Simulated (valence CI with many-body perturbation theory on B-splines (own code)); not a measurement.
# Tb LI: electric-dipole lines

Calculated by valence CI with perturbative core correlation (CI+MBPT): five valence electrons over a frozen Dirac-Fock core [Ne], radial functions for each j: 11 s, 11 p, 10 d, 8 f, 5 g, 2 h, with the one-electron correlation potential Σ1, the two-electron term Σ2, the three-electron term Σ3, Breit, model QED; selected CI, second order for the rest, scaled by the run's own slope (own B-spline code, finite nucleus).

No measured spectrum was set against this ion. As an estimate, large intervals hold to a few tenths of a per cent, small ones and those within an open d or f shell to about a per cent. Among the levels kept, up to 3200 cm⁻¹ of a level comes from second order outside the variational space, and about a tenth of that is noise between levels of different J, which matters for small intervals.

Lines 1 to 50 of 565 in falling wavelength, among levels below 897.37 eV, chosen from the strongest by gf and those to the six lowest levels. Wavelengths and rates use the calculated energies. Electric multipoles are in the length gauge with retardation, E1 and E2 with the static RPA response of the core. Weak lines are less certain than strong ones. Lines between different terms over intervals too small for the method are left out, as are lines whose strength nearly cancels. The highest levels of a list are the least certain.

Levels are named by their leading jj configuration (3d3/2^4 stands for four electrons in 3d with j = 3/2), which in mixed levels can hold well under half, so a name can repeat and another be missing. Letters in brackets count levels of one name in rising energy.

```csv
λ vac (nm),Upper,Lower,A (s⁻¹),S (a.u.) with core polarisation,S without
21.45,(3s^2 3p1/2^2 3d5/2) J=5/2,(3s^2 3p1/2 3p3/2^2) J=5/2,1.11e+07,3.25e-04,3.31e-04
18.22,(3s^2 3p1/2^2 3d5/2) J=5/2,(3s^2 3p1/2 3p3/2^2) J=3/2,1.46e+07,2.61e-04,2.66e-04
11.79,(3s 3p1/2^2 3d3/2^2) J=5/2,(3s^2 3p1/2 3d3/2^2) J=3/2,4.30e+09,2.09e-02,2.12e-02
11.05,(3s 3p1/2^2 3p3/2 3d3/2) J=7/2,(3s^2 3p1/2 3p3/2 3d3/2) J=5/2 [b],4.71e+09,2.51e-02,2.55e-02
10.36,(3s 3p1/2^2 3d3/2 3d5/2) J=9/2,(3s^2 3p1/2 3d3/2 3d5/2) J=7/2 [b],9.50e+09,5.21e-02,5.30e-02
10.15,(3s 3p1/2 3p3/2^2 3d3/2) J=9/2,(3s^2 3p3/2^2 3d3/2) J=7/2,7.27e+09,3.75e-02,3.81e-02
9.934,(3s 3p1/2^2 3d3/2^2) J=1/2,(3s^2 3p1/2 3d3/2^2) J=1/2,1.55e+10,1.50e-02,1.53e-02
9.607,(3s 3p1/2^2 3p3/2 3d5/2) J=9/2,(3s^2 3p1/2 3p3/2 3d5/2) J=9/2,6.92e+09,3.03e-02,3.08e-02
9.582,(3s 3p1/2^2 3p3/2 3d5/2) J=7/2 [a],(3s^2 3p1/2 3p3/2 3d5/2) J=5/2 [b],6.51e+09,2.26e-02,2.30e-02
9.542,(3s 3p1/2^2 3p3/2 3d5/2) J=7/2 [a],(3s^2 3p1/2 3p3/2 3d5/2) J=7/2 [b],4.43e+09,1.52e-02,1.55e-02
9.356,(3s 3p1/2^2 3p3/2^2) J=5/2,(3s^2 3p1/2 3p3/2^2) J=5/2,6.42e+09,1.56e-02,1.58e-02
9.196,(3s 3p1/2^2 3d3/2^2) J=3/2,(3s^2 3p1/2 3d3/2^2) J=5/2,1.21e+10,1.86e-02,1.90e-02
9.119,(3s 3p1/2 3p3/2^2 3d5/2) J=11/2,(3s^2 3p3/2^2 3d5/2) J=9/2,1.42e+10,6.39e-02,6.51e-02
9.044,(3s 3p1/2^2 3p3/2 3d3/2) J=7/2,(3s^2 3p1/2 3p3/2 3d3/2) J=7/2,8.85e+09,2.59e-02,2.63e-02
9.011,(3s 3p1/2 3p3/2^2 3d5/2) J=7/2 [e],(3s^2 3p3/2^2 3d5/2) J=5/2 [b],1.10e+10,3.17e-02,3.22e-02
8.999,(3s 3p1/2^2 3d3/2 3d5/2) J=7/2 [a],(3s^2 3p1/2 3d3/2 3d5/2) J=5/2 [a],7.79e+09,2.24e-02,2.28e-02
8.891,(3s 3p1/2^2 3p3/2 3d3/2) J=5/2 [a],(3s^2 3p1/2 3p3/2 3d3/2) J=5/2 [a],9.26e+09,1.93e-02,1.96e-02
8.884,(3s 3p1/2^2 3d5/2^2) J=9/2,(3s^2 3p1/2 3d5/2^2) J=9/2,1.15e+10,3.98e-02,4.05e-02
8.848,(3s 3p1/2^2 3p3/2 3d5/2) J=9/2,(3s^2 3p1/2 3p3/2 3d5/2) J=7/2 [a],1.75e+10,5.98e-02,6.08e-02
8.818,(3s 3p1/2^2 3d5/2^2) J=5/2,(3s^2 3p1/2 3d5/2^2) J=5/2,1.18e+10,2.40e-02,2.44e-02
8.798,(3s 3p1/2^2 3d3/2 3d5/2) J=7/2 [a],(3s^2 3p1/2 3d3/2 3d5/2) J=7/2 [a],1.31e+10,3.53e-02,3.59e-02
8.792,(3s 3p1/2^2 3d5/2^2) J=9/2,(3s^2 3p1/2 3d5/2^2) J=7/2,2.21e+10,7.42e-02,7.54e-02
8.782,(3s 3p1/2 3p3/2^2 3d5/2) J=9/2 [b],(3s^2 3p3/2^2 3d5/2) J=7/2,1.41e+10,4.72e-02,4.81e-02
8.760,(3p1/2^2 3p3/2^2 3d3/2) J=7/2,(3s 3p1/2 3p3/2^2 3d3/2) J=7/2 [c],1.18e+10,3.13e-02,3.18e-02
8.755,(3s 3p1/2^2 3p3/2 3d5/2) J=5/2 [a],(3s^2 3p1/2 3p3/2 3d5/2) J=5/2 [a],1.09e+10,2.17e-02,2.21e-02
8.742,(3s 3p1/2^2 3d3/2 3d5/2) J=3/2 [a],(3s^2 3p1/2 3d3/2 3d5/2) J=1/2,1.04e+10,1.37e-02,1.39e-02
8.720,(3s 3p1/2^2 3d5/2^2) J=5/2,(3s^2 3p1/2 3d5/2^2) J=3/2,1.77e+10,3.48e-02,3.54e-02
8.700,(3s 3p1/2^2 3d3/2 3d5/2) J=3/2 [a],(3s^2 3p1/2 3d3/2 3d5/2) J=3/2 [a],9.90e+09,1.29e-02,1.31e-02
8.685,(3s 3p1/2^2 3p3/2^2) J=5/2,(3s^2 3p1/2 3p3/2^2) J=3/2,1.04e+10,2.01e-02,2.05e-02
8.671,(3s 3p1/2^2 3d3/2 3d5/2) J=5/2 [a],(3s^2 3p1/2 3d3/2 3d5/2) J=5/2 [a],1.02e+10,1.98e-02,2.01e-02
8.655,(3s 3p1/2^2 3d3/2^2) J=5/2,(3s^2 3p1/2 3d3/2^2) J=5/2,1.41e+10,2.70e-02,2.75e-02
8.617,(3s 3p1/2^2 3p3/2 3d5/2) J=7/2 [b],(3s^2 3p1/2 3p3/2 3d5/2) J=5/2 [b],6.13e+09,1.55e-02,1.57e-02
8.605,(3s 3p1/2 3p3/2^3) J=5/2,(3s^2 3p3/2^3) J=3/2,1.10e+10,2.08e-02,2.12e-02
8.529,(3s 3p1/2^2 3p3/2 3d5/2) J=5/2 [a],(3s^2 3p1/2 3p3/2 3d5/2) J=3/2 [a],1.54e+10,2.84e-02,2.89e-02
8.522,(3s 3p1/2^2 3d3/2 3d5/2) J=9/2,(3s^2 3p1/2 3d3/2 3d5/2) J=9/2,1.37e+10,4.19e-02,4.26e-02
8.513,(3s 3p1/2^2 3p3/2^2) J=1/2,(3s^2 3p1/2 3p3/2^2) J=1/2,2.23e+10,1.36e-02,1.38e-02
8.502,(3s 3p1/2 3p3/2^2 3d5/2) J=5/2 [e],(3s^2 3p3/2^2 3d5/2) J=3/2,7.03e+09,1.28e-02,1.30e-02
8.484,(3s 3p1/2^2 3d3/2 3d5/2) J=5/2 [a],(3s^2 3p1/2 3d3/2 3d5/2) J=7/2 [a],9.91e+09,1.79e-02,1.82e-02
8.436,(3s 3p1/2^2 3p3/2 3d5/2) J=3/2 [b],(3s^2 3p1/2 3p3/2 3d5/2) J=1/2,1.37e+10,1.63e-02,1.66e-02
8.321,(3s 3p1/2^2 3d5/2^2) J=1/2,(3s^2 3p1/2 3d5/2^2) J=1/2,3.48e+10,1.98e-02,2.01e-02
8.293,(3s 3p1/2 3p3/2^2 3d5/2) J=3/2 [a],(3s^2 3p3/2^2 3d5/2) J=1/2,1.16e+10,1.31e-02,1.33e-02
8.264,(3s 3p1/2^2 3p3/2 3d5/2) J=3/2 [b],(3s^2 3p1/2 3p3/2 3d5/2) J=3/2 [b],1.70e+10,1.90e-02,1.93e-02
8.263,(3s 3p1/2^2 3p3/2 3d5/2) J=3/2 [a],(3s^2 3p1/2 3p3/2 3d5/2) J=5/2 [a],1.76e+10,1.96e-02,1.99e-02
8.259,(3s 3p1/2 3p3/2^2 3d5/2) J=5/2 [d],(3s^2 3p3/2^2 3d5/2) J=5/2 [a],8.74e+09,1.46e-02,1.48e-02
8.241,(3s 3p1/2 3p3/2^2 3d3/2) J=7/2 [c],(3s^2 3p3/2^2 3d3/2) J=7/2,1.06e+10,2.35e-02,2.39e-02
8.238,(3s 3p1/2^2 3d5/2^2) J=3/2,(3s^2 3p1/2 3d5/2^2) J=5/2,2.18e+10,2.40e-02,2.44e-02
8.234,(3s 3p1/2 3p3/2^2 3d5/2) J=7/2 [d],(3s^2 3p3/2^2 3d5/2) J=5/2 [a],1.41e+10,3.11e-02,3.16e-02
8.105,(3s 3p1/2^2 3d3/2 3d5/2) J=7/2 [b],(3s^2 3p1/2 3d3/2 3d5/2) J=9/2,2.51e+10,5.29e-02,5.37e-02
8.060,(3s 3p1/2^2 3d5/2^2) J=7/2,(3s^2 3p1/2 3d5/2^2) J=9/2,2.68e+10,5.55e-02,5.64e-02
8.056,(3p1/2^2 3p3/2^2 3d3/2) J=3/2 [b],(3s 3p1/2 3p3/2^2 3d3/2) J=5/2 [d],1.54e+10,1.59e-02,1.62e-02
```
